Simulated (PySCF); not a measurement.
## Excitation energy of Ar⁺ by level of theory

Ar⁺ [Ne] 3s2 3p5 (2P) → Ar⁺ [Ne] 3s1 3p6 (2S), as a difference of total energies. Calculation: PySCF 2.14, in def2-QZVPPD (10s7p5d2f1g, 79 functions); no relativity, point nucleus. Correlated levels: valence: [Ne] frozen; valence and next inner shell: 1s2 frozen. The calculations carry no spin-orbit coupling.

```
                                method  excitation energy (cm⁻¹)  error (cm⁻¹)
                                   UHF                    149490        +41244
                                   LDA                    113750         +5508
                                   PBE                    116190         +7945
                                  PBE0                    124530        +16286
                                r2SCAN                    123710        +15462
                                  PW91                    116100         +7856
                                 B97-3                    124470        +16230
                                revPBE                    116550         +8307
                               wB97M-V                    125010        +16764
                         MP2 (valence)                    126370        +18125
                     SCS-MP2 (valence)                    123970        +15727
    MP2 (valence and next inner shell)                    125260        +17019
SCS-MP2 (valence and next inner shell)                    123070        +14828
```

Reference: 108240 cm⁻¹ (measured; NIST levels, between the centres of gravity of the two terms).

Errors of the correlated levels include the incompleteness of this basis and the frozen core.
